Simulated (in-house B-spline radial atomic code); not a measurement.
**PBE excitations of Br VIII (Br7+)**

Method: PBE. Computed with an all-electron radial atomic-structure program (B-spline basis): linear response of the closed shell [Ar] 3d10 with the functional's adiabatic kernel; scalar-relativistic (spin-free one-electron X2C), finite nucleus, no spin-orbit coupling, no double excitations, S, P, D and F terms only. Only terms of natural parity with L up to 3 were computed.

Command:
```bash
python run_td.py task.json out
```
Settings (radii: box in bohr, nucleus in fm):
```
Z                        35
electrons                28
configuration            [Ar] 3d10
hamiltonian              x2c
method                   pbe,pbe
box_radius               12.81
rms_radius               4.1629
intervals                70
```

Cost of the run: 0.5 s on 1 thread of AMD EPYC 9R45 96-Core Processor (Zen 5), on a shared host.

The lowest states, in the order of their Tamm-Dancoff energies; the method's threshold (minus the highest occupied level) is 175.88 eV. Labels give the largest channel, * marks a mixed state, and oscillator strengths are full-response dipole values. Semilocal kernels can invert the small singlet-triplet splittings of Rydberg terms. Energies in eV:

| state | full response | Tamm-Dancoff | oscillator strength |
| --- | --- | --- | --- |
| 3d → 4s 3D | 63.87 | 63.89 | - |
| 3d → 4s 1D | 64.70 | 64.71 | - |
| 3d → 4p 3P | 80.90 | 80.92 | - |
| 3d → 4p 3F | 81.12 | 81.13 | - |
| 3d → 4p 1F | 81.74 | 81.75 | - |
| 3d → 4p 1P | ? | ? | ? |
| 3d → 4d 3S | 106.41 | 106.44 | - |
| 3d → 4d 3D | 107.56 | 107.57 | - |
| 3d → 4d 1D | 108.47 | 108.49 | - |
| 3d → 4d 1S | 114.98 | 115.89 | - |
| 3d → 5s 3D | ? | ? | - |
| 3d → 5s 1D | 121.27 | 121.27 | - |
| 3d → 5p 3P | 127.55 | 127.56 | - |
| 3d → 5p 3F | 127.64 | 127.64 | - |
| 3d → 5p 1F | 127.83 | 127.83 | - |
| 3d → 5p 1P | 128.17 | 128.19 | 0.0279 |

(1) Where does 3d → 4p 1P lie?

(2) Where does 3d → 5s 3D lie?

(3) How large is the singlet-triplet splitting of 3d → 4s (D terms) in Tamm-Dancoff?

(4) What polarisabilities and dispersion coefficient does the method give?

Results:

(1) At 83.08 eV in full response, 83.17 eV in Tamm-Dancoff, oscillator strength 0.549.

(2) At 121.03 eV in full response, 121.04 eV in Tamm-Dancoff.

(3) 0.822 eV, from the unrounded values.

(4) Dipole 0.2837 bohr³, quadrupole 0.2267 bohr⁵, C6 0.3704 hartree·bohr⁶ for two such species.
